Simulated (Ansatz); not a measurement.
Calculated with Ansatz (gas phase, PBE0-D4/def2-TZVP geometries, no zero-point term in ΔE). CBS: MP2 limit from def2 TZ/QZ plus the TZ coupled-cluster correction, frozen cores. This one scheme is used for every species. Functionals use def2-TZVPP. B3LYP here is the variant with VWN-RPA as its local correlation; programs differ in this. One conformer a species, not always the lowest.

`BCO[SiH2][AlH2]` + `OBF` → `BOBF` + `CO[SiH2][AlH2]`  (ligand exchange at a B–C bond)

`BCO[SiH2][AlH2]`:

Z-matrix (Å, degrees):
```
C
O 1 1.415
B 1 1.550 2 117.9
H 1 1.103 2 107.7 3 120.1
H 1 1.107 2 111.5 3 -127.8
Si 2 1.654 1 121.5 3 82.4
H 3 1.197 1 117.6 2 178.1
H 3 1.195 1 122.3 2 -0.8
Al 6 2.473 2 113.0 1 62.4
H 6 1.501 2 110.2 1 -60.2
H 6 1.489 2 105.3 1 -175.2
H 9 1.591 6 120.1 2 167.0
H 9 1.592 6 121.6 2 -13.4
```

`OBF`:

Z-matrix (Å, degrees):
```
B
O 1 1.344
F 1 1.332 2 120.3
H 1 1.192 2 120.1 3 -180.0
H 2 0.963 1 113.4 3 -0.0
```

`BOBF`:

Z-matrix (Å, degrees):
```
B
O 1 1.363
H 1 1.199 2 119.9
H 1 1.195 2 117.3 3 180.0
B 2 1.363 1 124.8 3 0.0
F 5 1.316 2 117.3 1 -179.9
H 5 1.195 2 122.9 1 0.1
```

`CO[SiH2][AlH2]`:

Z-matrix (Å, degrees):
```
C
O 1 1.409
H 1 1.092 2 108.4
H 1 1.097 2 111.4 3 -119.4
H 1 1.097 2 111.4 3 119.4
Si 2 1.654 1 121.6 3 -179.6
Al 6 2.459 2 108.9 1 179.9
H 6 1.500 2 109.6 1 -57.1
H 6 1.500 2 109.5 1 56.9
H 7 1.588 6 122.1 2 -0.1
H 7 1.591 6 118.8 2 180.0
```

Is it downhill or uphill in electronic energy at CCSD(T)/CBS, and by how much? (Estimate.)

The calculation gave: Downhill: ΔE = -120.2 kJ/mol.

What do these levels give: PBE-D4, r2SCAN-D4, ωB97X-V, B2PLYP, r2SCAN, B3LYP, HF/def2-TZVPP, CCSD(T)/def2-TZVPP, HF/def2-QZVPP, MP2/def2-QZVPP, SCS-MP2/def2-QZVPP, HF/CBS(def2)? (Best estimate.)

The calculation gave: PBE-D4 -106.8, r2SCAN-D4 -114.5, ωB97X-V -117.9, B2PLYP -124.5, r2SCAN -115.4, B3LYP -123.6, HF/def2-TZVPP -138.8, CCSD(T)/def2-TZVPP -121.3, HF/def2-QZVPP -140.0, MP2/def2-QZVPP -122.7, SCS-MP2/def2-QZVPP -126.2, HF/CBS(def2) -140.1 kJ/mol.

Largest T1 diagnostic among the species: 0.013.

From PBE to PBE0 (25 % exact exchange), in def2-TZVPP and without D4, ΔE moves by −4.8 kJ/mol. In def2-TZVPP, CCSD(T) changes the Hartree–Fock value by +17.5 kJ/mol (the triples alone add +1.8 kJ/mol) and MP2 by +15.8 kJ/mol. The D4 term adds +4.4 kJ/mol with B3LYP and +2.6 kJ/mol with PBE0; it sums over pairs of atoms, weighted by their polarisabilities, and B3LYP, whose exchange is more repulsive, gets the larger term.
